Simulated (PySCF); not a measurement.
Level of theory: PBE0/[Ta def2-TZVP with ECP60, N def2-TZVP, F def2-TZVP], scalar-relativistic core potentials, density fitting, no spin–orbit coupling, PySCF. Open shells, if any, are unrestricted.

Q: What shape and geometry does isolated doublet FTaN take (every ligand bound to Ta)?

A: Formally Ta is in oxidation state +4, d1, with 1 unpaired electron. The Mulliken spin on Ta is 1.19. The polar-tensor charge on Ta, 1.33, is far below the formal one. The lowest minimum found is a doublet of Cs symmetry with Ta–F 1.872 Å, Ta–N 1.683 Å; F–Ta–N 104.6°. Its harmonic wavenumbers are 293 (a'), 669 (a'), 1094 (a') cm⁻¹ and its dipole moment is 5.27 D.

This need not be the most stable arrangement of these atoms. Other spin states or occupations of the open shell can lie lower. No spin–orbit coupling is included, which matters more the heavier the element.
